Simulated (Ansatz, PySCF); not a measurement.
Input for PySCF:
```python
from pyscf import gto, scf, dft

mol = gto.M(
    atom='''
Sb    0.000000    0.000000    0.000000
''',
    basis='def2-tzvp',
    ecp={'Sb': 'def2-tzvp'},
    charge=-1,
    spin=2,
    verbose=4,
)

mf = dft.UKS(mol)
mf.xc = 'blyp'
mf.grids.atom_grid = (99, 590)
mf.grids.prune = None
mf.kernel()
```

Question: Give the equivalent Ansatz (a quantum-chemistry and plane-wave program) input.

Answer: This is not unique; one that fits is 
Ansatz 0.2 input:
```yaml
crystal:
  periodic: [false, false, false]
  atoms:
    - {symbol: Sb, position_ang: [0.00000000, 0.00000000, 0.00000000]}
basis:
  gaussian:
    orbitals: def2-TZVP
hamiltonian:
  xc: blyp
total_charge: -1
magnetization: {spin_polarized: true, initial_magnetization: 2}
accuracy: high
```

Both were run: PySCF gave -240.193759 Eh and Ansatz -240.193759 Eh, 0.000 mEh apart.
